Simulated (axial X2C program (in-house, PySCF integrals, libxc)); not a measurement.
# Worked dissociation energy of CSe⁻: HF, scalar-relativistic

Computed with an in-house relativistic program for diatomic molecules. Spin-free means the one-electron spin-free X2C Hamiltonian. Basis: Se dyall-acv3z [9s10p7d5f1g], C dyall-av3z [8s7p3d2f] (cores contracted in-house); Gaussian nuclei, density fitting, unrestricted open shells. Masses: Se 79.917 u, C 12.000 u.

Molecular state: M_S = 1/2, Λ = 1 (beyond evenly filled blocks: π+α).

- E(Se-) (2M_S = 1, M_L = 0): -2428.182238 hartree
- E(C) (2M_S = 2, M_L = 0): -37.708634 hartree
- E(CSe⁻) at Re: -2465.972586 hartree
- ωe: 819.4 cm⁻¹
- ωexe: 3.84 cm⁻¹

Problem. Work out De and D0.

Solution. De = -2428.182238 + (-37.708634) − (-2465.972586) = 0.08171 hartree = 2.224 eV. The zero-point energy is ωe/2 − ωexe/4 = 409 cm⁻¹ = 0.051 eV, so D0 = 2.173 eV.

Occupations by symmetry block were frozen at the best pattern of an incomplete PBE0 search. Dissociation energies refer to the lowest single-determinant-based atoms at the same level and basis. Spin-free De lacks the spin–orbit lowering of the heavy p-block atom, a tenth of an eV or more for 4p and 5p, up to an eV for 6p and one to two eV for 7p atoms, less what an open-shell molecule gains itself. Hartree–Fock gets electron affinities wrong, so its lowest charge split need not be the true one.

Hartree–Fock lacks correlation and underbinds, often by eV.

Each atomic determinant is the lowest at this level and need not be a pure term. Totals compare only within one Hamiltonian and basis.
